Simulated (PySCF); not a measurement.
**Which determinant of ZnF lies lowest?**

Unrestricted PBE0; basis Zn x2c-SVPall, F x2c-SVPall; spin-free X2C with a Gaussian nucleus; PySCF 2.14. Outer shells of the fragments: Zn 3d10 4s2; F 2s2 2p5.

Followed along the bond (rough minima from three points):

| 2Ms+1 | unpaired | ⟨S²⟩ at the start | R at minimum (Å) | Te (eV) |
| --- | --- | --- | --- | --- |
| 2 | σ ↑ | 0.75 | 1.79 | 0.00 |

Solutions found at the starting distance of 1.805 Å, counted from the lowest of them; the search is not exhaustive and high or unbound solutions are not listed, so other states can lie among these:

```json
{"2Ms+1": "2", "unpaired": "σ ↑", "term": "²Σ⁺", "E (eV)": "0.00", "⟨S²⟩": "0.75", "⟨Lz²⟩": "0.00", "μ (D)": "-3.15"}
{"2Ms+1": "2", "unpaired": "π ↑", "term": "²Π", "E (eV)": "4.40", "⟨S²⟩": "0.75", "⟨Lz²⟩": "1.00", "μ (D)": "2.06"}
{"2Ms+1": "2", "unpaired": "π ↑", "term": "²Π", "E (eV)": "5.52", "⟨S²⟩": "0.78", "⟨Lz²⟩": "1.00", "μ (D)": "-3.95"}
{"2Ms+1": "4", "unpaired": "σ ↑, π ↑↑", "term": "mixed", "E (eV)": "8.59", "⟨S²⟩": "3.75", "⟨Lz²⟩": "2.01", "μ (D)": "1.38"}
{"2Ms+1": "4", "unpaired": "σ ↑, π ↑↑", "term": "mixed", "E (eV)": "8.74", "⟨S²⟩": "3.75", "⟨Lz²⟩": "2.01", "μ (D)": "1.49"}
{"2Ms+1": "4", "unpaired": "σ ↑↑, π ↑", "term": "⁴Π", "E (eV)": "8.96", "⟨S²⟩": "3.75", "⟨Lz²⟩": "1.02", "μ (D)": "0.59"}
```

A term symbol is given only where ⟨S²⟩ and ⟨Lz²⟩ are close to those of a pure state; real π, δ and φ orbitals otherwise mix terms. A positive dipole means Zn(−)F(+).

Counting both spins, an empty level lies below a filled one in some of these solutions, because spin and occupation are held.
